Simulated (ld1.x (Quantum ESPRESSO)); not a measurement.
**u(r) = r·R(r): atom against pseudo-atom (fluorine)**

Columns: radius, all-electron u(r) and pseudo u(r) of the 2s shell (level -30.34 eV) of fluorine in the configuration [He] 2s1 2p6; PW91, non-relativistic, ultrasoft scheme, ld1.x (Quantum ESPRESSO) 7.5.

```json
{"r (bohr)": "0.095", "all-electron": "0.4512", "pseudo": "-0.0953"}
{"r (bohr)": "0.190", "all-electron": "0.2147", "pseudo": "-0.2197"}
{"r (bohr)": "0.285", "all-electron": "-0.1668", "pseudo": "-0.3854"}
{"r (bohr)": "0.380", "all-electron": "-0.5080", "pseudo": "-0.5797"}
{"r (bohr)": "0.475", "all-electron": "-0.7587", "pseudo": "-0.7698"}
{"r (bohr)": "0.570", "all-electron": "-0.9176", "pseudo": "-0.9177"}
{"r (bohr)": "0.665", "all-electron": "-1.0001", "pseudo": "-1.0001"}
{"r (bohr)": "0.760", "all-electron": "-1.0251", "pseudo": "-1.0251"}
{"r (bohr)": "0.855", "all-electron": "-1.0098", "pseudo": "-1.0098"}
{"r (bohr)": "0.950", "all-electron": "-0.9680", "pseudo": "-0.9680"}
{"r (bohr)": "1.045", "all-electron": "-0.9099", "pseudo": "-0.9099"}
{"r (bohr)": "1.140", "all-electron": "-0.8432", "pseudo": "-0.8432"}
{"r (bohr)": "1.235", "all-electron": "-0.7728", "pseudo": "-0.7728"}
{"r (bohr)": "1.330", "all-electron": "-0.7024", "pseudo": "-0.7024"}
{"r (bohr)": "1.425", "all-electron": "-0.6341", "pseudo": "-0.6341"}
{"r (bohr)": "1.520", "all-electron": "-0.5694", "pseudo": "-0.5694"}
{"r (bohr)": "1.615", "all-electron": "-0.5091", "pseudo": "-0.5091"}
{"r (bohr)": "1.710", "all-electron": "-0.4535", "pseudo": "-0.4535"}
{"r (bohr)": "1.805", "all-electron": "-0.4028", "pseudo": "-0.4028"}
{"r (bohr)": "1.900", "all-electron": "-0.3568", "pseudo": "-0.3568"}
{"r (bohr)": "1.995", "all-electron": "-0.3154", "pseudo": "-0.3154"}
{"r (bohr)": "2.090", "all-electron": "-0.2783", "pseudo": "-0.2783"}
{"r (bohr)": "2.185", "all-electron": "-0.2452", "pseudo": "-0.2452"}
{"r (bohr)": "2.280", "all-electron": "-0.2157", "pseudo": "-0.2157"}
{"r (bohr)": "2.375", "all-electron": "-0.1895", "pseudo": "-0.1895"}
{"r (bohr)": "2.470", "all-electron": "-0.1664", "pseudo": "-0.1664"}
```

(1) How many radial nodes do the two functions have?

(2) At about which radius was the pseudo-wave matched?

(3) Is the pseudo-wave norm-conserving?

## Answers

(1) The all-electron 2s function has n − l − 1 = 1; the pseudo-wave has 0, since the states of the same l below it are removed with the core.

(2) 0.60 bohr, where the columns begin to agree (steps of 0.10 bohr).

(3) No, it belongs to an ultrasoft set: the norm inside the radius is not constrained, and the difference is carried by the augmentation charge.
